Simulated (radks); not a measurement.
Results of a calculation; reference values are marked as such.
Neutral gold, 79 electrons, occupied as [Xe] 4f14 5d10 6s1 (the NIST ground configuration). Level of theory: scalar-relativistic Kohn-Sham, LDA (Slater exchange, Perdew-Wang correlation), spin-polarised, spherical densities, finite nucleus; open shells are filled with parallel spins first (spin-orbit coupling, left out, can overturn this in heavy ions); Fermi nuclear charge, rms radius 5.4371 fm (a radial shooting solver on a logarithmic mesh with Libxc functionals).

Local quantities along the radius. ELF = 1/(1 + alpha^2) is the electron localisation function; alpha = (tau - tau_W)/tau_unif compares the Pauli kinetic energy density with that of the uniform gas (summed over spins); -r V(r) is the screened charge that the Kohn-Sham potential of spin up presents (atomic units); r v_xc is r times the local exchange-correlation potential of spin up (hartree bohr). tau is taken from the large components.

| r (bohr) | ELF | alpha | -r V(r) | r v_xc |
|---|---|---|---|---|
| 0.0007464 | 1.000 | 0.02163 | 78.63 | -0.07250 |
| 0.001028 | 0.999 | 0.02300 | 78.48 | -0.09466 |
| 0.001427 | 0.999 | 0.02541 | 78.28 | -0.1236 |
| 0.001965 | 0.999 | 0.02931 | 78.00 | -0.1592 |
| 0.002706 | 0.999 | 0.03585 | 77.61 | -0.2027 |
| 0.003727 | 0.998 | 0.04730 | 77.09 | -0.2544 |
| 0.005132 | 0.995 | 0.06883 | 76.39 | -0.3128 |
| 0.007124 | 0.987 | 0.1152 | 75.42 | -0.3759 |
| 0.009811 | 0.953 | 0.2215 | 74.17 | -0.4342 |
| 0.01351 | 0.806 | 0.4899 | 72.55 | -0.4822 |
| 0.01861 | 0.472 | 1.058 | 70.46 | -0.5226 |
| 0.02583 | 0.338 | 1.399 | 67.74 | -0.5861 |
| 0.03557 | 0.555 | 0.8958 | 64.42 | -0.7003 |
| 0.04899 | 0.740 | 0.5930 | 60.36 | -0.8265 |
| 0.06746 | 0.596 | 0.8229 | 55.51 | -0.8951 |
| 0.0929 | 0.347 | 1.371 | 49.88 | -0.9469 |
| 0.129 | 0.609 | 0.8019 | 43.39 | -1.112 |
| 0.1776 | 0.677 | 0.6902 | 36.56 | -1.205 |
| 0.2446 | 0.288 | 1.571 | 29.51 | -1.161 |
| 0.3368 | 0.586 | 0.8412 | 22.49 | -1.342 |
| 0.4676 | 0.685 | 0.6783 | 15.95 | -1.435 |
| 0.6439 | 0.359 | 1.337 | 10.90 | -1.267 |
| 0.8867 | 0.481 | 1.040 | 7.071 | -1.221 |
| 1.221 | 0.641 | 0.7486 | 4.239 | -1.213 |
| 1.682 | 0.459 | 1.085 | 2.414 | -1.094 |
| 2.334 | 0.307 | 1.504 | 1.398 | -0.9450 |
| 3.215 | 0.220 | 1.882 | 0.8875 | -0.7718 |
| 4.427 | 0.109 | 2.859 | 0.5686 | -0.5502 |
| 6.097 | 0.022 | 6.619 | 0.3187 | -0.3172 |
| 8.464 | 0.001 | 29.68 | 0.1324 | -0.1323 |

On this mesh the ELF has minima near r = 0.026, 0.093, 0.24, 0.76 bohr, which separate the shells, and maxima near 0.049 (0.74), 0.15 (0.71), 0.40 (0.71), 1.2 (0.64).
